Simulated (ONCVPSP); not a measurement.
# cobalt (Co), ONCV: configuration errors across variants

```
Element                 : cobalt
Generator               : ONCVPSP 4.0.1
Type                    : optimised norm-conserving Vanderbilt (ONCV)
Functional              : PBE
Relativity              : scalar-relativistic
Frozen core             : [Ar]
Valence charge          : 9
Reference configuration : 3d7 4s2
Partial waves           : 4s: rc 2.25 bohr, ncon 4, nbas 7, qcut 2.7 1/bohr, 2 projectors, debl 3.9 Ha; p scattering state at 0.02 Ha: rc 2.45 bohr, ncon 4, nbas 9, qcut 3 1/bohr, 2 projectors, debl 2.7 Ha; 3d: rc 0.90 bohr, ncon 4, nbas 7, qcut 17.4 1/bohr, 2 projectors, debl 2.8 Ha
Local potential         : polynomial inside 0.60 bohr (lpopt 5, dvloc0 0 Ha)
Core correction         : none
```

In the p channel the program set the typed energies aside and used 0.050, 2.750 Ha.

All-electron excitation energies from the reference (eV): (1) 3d7 4s1 9.031; (2) 3d7 4s0 25.816; (3) 3d6 4s0 61.686; (4) 3d6 4s2 4p1 9.660.

A true bound ghost makes a file unfit for plane-wave use even where its test errors are small: the radial tests pick states by their node count and pass the ghost by.

Errors AE − PS in meV (a dash: test not solved or not reliable):

```
      change   (1)  (2)   (3)   (4)  bound ghosts  GHOST(+) flags above zero
        base  +3.0  +59  +166  -176          s, p                          s
d: qcut 16.3  +3.1  +59  +166  -176          s, p                          s
  p: nproj 3  +3.0  +59  +166  -176             s                       s, p
```

Q: Give the same row for: all radii scaled by about 0.88 (s 1.98, p 2.16, d 0.80 bohr); local potential polynomial inside 0.52 bohr (lpopt 5, dvloc0 0 Ha).

A: +2.6, +58, +197, -188; bound ghosts: s, p; GHOST(+) flags above zero: s.
